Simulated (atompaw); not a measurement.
# Cutoff test, nitrogen (N), PAW (atompaw)

- Element: N (Z = 7)
- Generator: atompaw 4.2.0.5
- Type: PAW
- Functional: LDA (PW92)
- Relativity: non-relativistic
- Frozen core: [He]
- Valence charge: 5
- Reference configuration: 2s2 2p3
- Partial waves: 2s (bound): rc 2.45 bohr; 2s channel at -0.9 Ry: rc 2.45 bohr; 2p (bound): rc 2.45 bohr; 2p channel at 2.95 Ry: rc 2.45 bohr
- Local potential: ultrasoft scheme with l = 2 at 0 Ry, radius 1.90 bohr
- Core correction: smooth core density matched at 1.45 bohr
- Augmentation charge: sinc compensation charge, radius 1.80 bohr; PAW radius 2.45 bohr; waves and projectors: custom polynom2 7 10 vanderbiltortho

The pseudo-atom Hamiltonian at the reference potential is diagonalised in spherical Bessel functions j_l(qr) that vanish at 20 bohr, with q² up to the cutoff. All-electron valence levels (Ry): 2s -1.3521, 2p -0.5324.

Q: How do the lowest levels (Ry) of each channel move with the cutoff, and are there ghosts?

A:

```csv
cutoff (Ry),s #1,s #2,p #1,p #2,d #1,f #1,Σ f·Δε (mRy)
8,-1.3450,-0.0085,-0.5091,0.0394,0.0773,0.1193,84.1
10,-1.3494,-0.0087,-0.5192,0.0389,0.0773,0.1193,45.1
12,-1.3503,-0.0087,-0.5265,0.0387,0.0773,0.1193,21.4
15,-1.3504,-0.0087,-0.5305,0.0385,0.0773,0.1193,9.3
18,-1.3511,-0.0087,-0.5307,0.0385,0.0773,0.1193,7.2
21,-1.3516,-0.0088,-0.5309,0.0385,0.0773,0.1193,5.7
30,-1.3518,-0.0088,-0.5321,0.0385,0.0773,0.1193,1.6
35,-1.3520,-0.0088,-0.5321,0.0385,0.0773,0.1193,1.2
40,-1.3520,-0.0088,-0.5322,0.0385,0.0773,0.1193,0.8
45,-1.3520,-0.0088,-0.5323,0.0385,0.0773,0.1193,0.4
50,-1.3521,-0.0088,-0.5323,0.0385,0.0773,0.1193,0.3
400,-1.3521,-0.0088,-0.5324,0.0385,0.0773,0.1193,0.0
```

Result: no extra level below or beside the all-electron valence levels (s, p, d, f tested); 10 mRy is reached at 15 Ry and 1 mRy at 40 Ry.
